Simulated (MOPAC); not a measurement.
MOPAC input (PM6):

```
PM6 PRECISE GNORM=0.05 LET XYZ GEO-OK AUX(PRECISION=9) THREADS=1
C4H13NSi

C    -1.41490700 1   -0.49297600 1    1.19936500 1
C    -0.80774300 1   -0.01814500 1   -0.12965600 1
C    -1.79461700 1    0.90581800 1   -0.84890200 1
C    -0.49910500 1   -1.22655300 1   -1.01590600 1
N     0.43542400 1    0.73126000 1    0.10874200 1
Si    2.02352700 1    0.10273300 1    0.32125800 1
H    -1.63470200 1    0.36063000 1    1.84415500 1
H    -0.71704400 1   -1.14438600 1    1.72780100 1
H    -2.34425900 1   -1.04396300 1    1.03800300 1
H    -1.37850700 1    1.24059300 1   -1.79974600 1
H    -2.00832300 1    1.78850800 1   -0.24067200 1
H    -2.74068300 1    0.39595400 1   -1.04000500 1
H    -0.05800900 1   -0.91083000 1   -1.96190300 1
H     0.19436200 1   -1.91444400 1   -0.52584700 1
H    -1.41334400 1   -1.78203700 1   -1.22763700 1
H     0.26230000 1    1.62999700 1    0.53463400 1
H     2.57475700 1   -0.45746700 1   -0.93594800 1
H     2.13041100 1   -0.97780400 1    1.34107100 1
H     2.85391800 1    1.24931000 1    0.75788000 1
```

Output:

```
 *******************************************************************************
 **                                                                           **
 **                              MOPAC v23.2.5                                **
 **                                                                           **
 *******************************************************************************
 ** MOPAC's Digital Object Identifier: https://doi.org/10.5281/zenodo.6511958 **
 **                                                                           **
 ** Please cite the open-source release paper for use of this MOPAC version:  **
 ** J. E. Moussa and J. J. P. Stewart (2026)                                  **
 ** MOPAC: An open-source semiempirical molecular orbital program             **
 ** J. Open Source Softw., 11(119), 8025, https://doi.org/10.21105/joss.08025 **
 *******************************************************************************

                              PM6 CALCULATION RESULTS

 *******************************************************************************
 *  PM6        - The PM6 Hamiltonian to be used
 *  GEO-OK     - OVERRIDE INTERATOMIC DISTANCE AND OTHER SAFETY CHECKS
 *  LET        - OVERRIDE SOME SAFETY CHECKS
 *  PRECISE    - TIGHTER CRITERIA TO BE USED
 *  XYZ        - CARTESIAN COORDINATE SYSTEM TO BE USED
 *  GNORM      - EXIT WHEN GRADIENT NORM DROPS BELOW 0.050
 *  AUX        - OUTPUT AUXILIARY INFORMATION
 *******************************************************************************
PM6 PRECISE GNORM=0.05 LET XYZ GEO-OK AUX(PRECISION=9) THREADS=1
 C4H13NSi

   ATOM   CHEMICAL          X               Y               Z
  NUMBER   SYMBOL      (ANGSTROMS)     (ANGSTROMS)     (ANGSTROMS)

     1       C         -1.41490700  *  -0.49297600  *   1.19936500  *
     2       C         -0.80774300  *  -0.01814500  *  -0.12965600  *
     3       C         -1.79461700  *   0.90581800  *  -0.84890200  *
     4       C         -0.49910500  *  -1.22655300  *  -1.01590600  *
     5       N          0.43542400  *   0.73126000  *   0.10874200  *
     6      Si          2.02352700  *   0.10273300  *   0.32125800  *
     7       H         -1.63470200  *   0.36063000  *   1.84415500  *
     8       H         -0.71704400  *  -1.14438600  *   1.72780100  *
     9       H         -2.34425900  *  -1.04396300  *   1.03800300  *
    10       H         -1.37850700  *   1.24059300  *  -1.79974600  *
    11       H         -2.00832300  *   1.78850800  *  -0.24067200  *
    12       H         -2.74068300  *   0.39595400  *  -1.04000500  *
    13       H         -0.05800900  *  -0.91083000  *  -1.96190300  *
    14       H          0.19436200  *  -1.91444400  *  -0.52584700  *
    15       H         -1.41334400  *  -1.78203700  *  -1.22763700  *
    16       H          0.26230000  *   1.62999700  *   0.53463400  *
    17       H          2.57475700  *  -0.45746700  *  -0.93594800  *
    18       H          2.13041100  *  -0.97780400  *   1.34107100  *
    19       H          2.85391800  *   1.24931000  *   0.75788000  *

          CARTESIAN COORDINATES

    NO.       ATOM           X           Y           Z

     1         C         -1.4149     -0.4930      1.1994
     2         C         -0.8077     -0.0181     -0.1297
     3         C         -1.7946      0.9058     -0.8489
     4         C         -0.4991     -1.2266     -1.0159
     5         N          0.4354      0.7313      0.1087
     6        Si          2.0235      0.1027      0.3213
[...]
    12       H         -2.56168535  *   0.45531216  *  -1.28168821  *
    13       H          0.07664784  *  -1.08853441  *  -1.77823904  *
    14       H          0.07968984  *  -2.05675399  *  -0.28744060  *
    15       H         -1.41069517  *  -1.82585775  *  -1.19418401  *
    16       H          0.21507916  *   1.46383457  *   0.93123611  *
    17       H          2.45482828  *   0.17475221  *  -1.31080886  *
    18       H          2.45400323  *  -1.11232956  *   0.67577824  *
    19       H          2.87673535  *   1.24202599  *   0.79075948  *

                             CARTESIAN COORDINATES

   1    C       -1.633848659    -0.453621233     1.204738309
   2    C       -0.823495430    -0.062093937    -0.050002762
   3    C       -1.642582216     0.921265605    -0.913967166
   4    C       -0.493190222    -1.322676702    -0.869327156
   5    N        0.430901076     0.620930955     0.387989280
   6   Si        2.089389146     0.196199597     0.113173283
   7    H       -1.923282485     0.419929561     1.796419561
   8    H       -1.053601244    -1.112921612     1.861063158
   9    H       -2.552116717    -0.983495979     0.934412517
  10    H       -1.069068251     1.253646467    -1.787291074
  11    H       -1.931539243     1.816715759    -0.355704878
  12    H       -2.561685348     0.455312157    -1.281688208
  13    H        0.076647845    -1.088534411    -1.778239040
  14    H        0.079689845    -2.056753988    -0.287440596
  15    H       -1.410695172    -1.825857752    -1.194184013
  16    H        0.215079157     1.463834571     0.931236105
  17    H        2.454828278     0.174752208    -1.310808856
  18    H        2.454003234    -1.112329563     0.675778244
  19    H        2.876735355     1.242025985     0.790759480

           Empirical Formula: C4 H13 N Si  =    19 atoms

      MOLECULAR POINT GROUP   :   Cs

                  EIGENVALUES
 -31.14697 -27.04323 -24.45833 -24.32353 -19.73565 -17.96757 -16.31520 -15.23075
 -15.19782 -13.97180 -13.57994 -13.12503 -12.90459 -12.42477 -12.18677 -11.68623
 -11.23208 -10.93272  -9.32874   0.39795   1.33746   1.36728   1.77307   2.53842
   2.57754   3.91604   4.13586   4.14637   4.34140   5.03283   5.13931   5.49688
   5.74059   5.75700   5.79721   5.84921   5.87091   5.92876   6.64586   6.74431
   6.87180   6.89684

              NET ATOMIC CHARGES AND DIPOLE CONTRIBUTIONS

  ATOM NO.   TYPE          CHARGE      No. of ELECS.   s-Pop       p-Pop       d-Pop
    1          C          -0.565910        4.5659     1.10010     3.46581
    2          C           0.437009        3.5630     1.06420     2.49879
    3          C          -0.565949        4.5659     1.10010     3.46585
    4          C          -0.552159        4.5522     1.09593     3.45623
    5          N          -0.646087        5.6461     1.52542     4.12066
    6         Si           0.194857        3.8051     1.16627     1.79509     0.84379
    7          H           0.158227        0.8418     0.84177
    8          H           0.168807        0.8312     0.83119
    9          H           0.161750        0.8382     0.83825
   10          H           0.168795        0.8312     0.83120
   11          H           0.158212        0.8418     0.84179
   12          H           0.161806        0.8382     0.83819
   13          H           0.170400        0.8296     0.82960
   14          H           0.170382        0.8296     0.82962
   15          H           0.162216        0.8378     0.83778
   16          H           0.256806        0.7432     0.74319
   17          H          -0.015056        1.0151     1.01506
   18          H          -0.015086        1.0151     1.01509
   19          H          -0.009020        1.0090     1.00902
 DIPOLE           X         Y         Z       TOTAL
 POINT-CHG.    -0.706    -0.411    -0.264     0.858
 HYBRID        -1.347     0.387     0.250     1.424
 SUM           -2.054    -0.024    -0.014     2.054

          ATOMIC ORBITAL ELECTRON POPULATIONS

     Atom    s        px        py        pz      x^2-y^2     xz        z^2       yz        xy
    1  C   1.10010   1.15830   1.18270   1.12481
    2  C   1.06420   0.78672   0.85240   0.85966
    3  C   1.10010   1.15770   1.14614   1.16200
    4  C   1.09593   1.18370   1.11316   1.15937
    5  N   1.52542   1.21314   1.33956   1.56796
    6 Si   1.16627   0.38684   0.69644   0.71180   0.15112   0.19601   0.19760   0.10681   0.19224
    7  H   0.84177
    8  H   0.83119
    9  H   0.83825
   10  H   0.83120
   11  H   0.84179
   12  H   0.83819
   13  H   0.82960
   14  H   0.82962
   15  H   0.83778
   16  H   0.74319
   17  H   1.01506
   18  H   1.01509
   19  H   1.00902

 **********************
 *                    *
 * JOB ENDED NORMALLY *
 *                    *
 **********************

 == MOPAC DONE ==
```

The geometry given is a B3LYP-D3(BJ)/def2-TZVP minimum.
